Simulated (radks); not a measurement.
Results of a calculation; reference values are marked as such.
Os70+, configuration [He] 2s2 2p2.

Code: a radial shooting solver on a logarithmic mesh with Libxc functionals. Model: non-relativistic Kohn-Sham, LB94 model potential, spin-polarised, spherical densities, point nucleus; open shells are filled with parallel spins first (spin-orbit coupling, left out, can overturn this in heavy ions); relativity is left out, which matters for an element this heavy.

Energy parts (eV):
kinetic: 229102.46
electron-nucleus: -464777.36
Hartree: 8833.30
(The LB94 potential has no energy functional, so no total or exchange-correlation energy is given.)

Orbitals (lengths in bohr, moments of r in powers of bohr):
orbital  occ.  eigenvalue (eV)      <r>
1s down     1        -75314.66  0.01986
1s up       1        -75298.47  0.01987
2s up       1        -17937.08  0.08119
2s down     1        -17861.51  0.08132
2p up       2        -17708.48  0.06821
2p down     0        -17636.72  0.06824

The highest occupied level is 2p up at -17708.5 eV. The density falls to 0.001 e/bohr^3 at r = 0.30 bohr. Spin moment in Bohr magnetons: 2. The electron density at the nucleus is 3.09e+05 e/bohr^3. For comparison, the ionisation energy in NIST's Atomic Spectra Database is 19600 eV (theoretical). In exact Kohn-Sham theory the highest level is minus the ionisation energy, but local and semilocal functionals leave it too shallow, through self-interaction and a potential that decays too fast; potentials with the right tail come closer. The spin density at the nucleus is 41.96 e/bohr^3 (1s -22.50, 2s 64.47). Summed over all electrons, <r^2> = 0.02766 bohr^2, which gives a Langevin (diamagnetic) susceptibility term of -0.0219 x 10^-6 cm^3/mol.
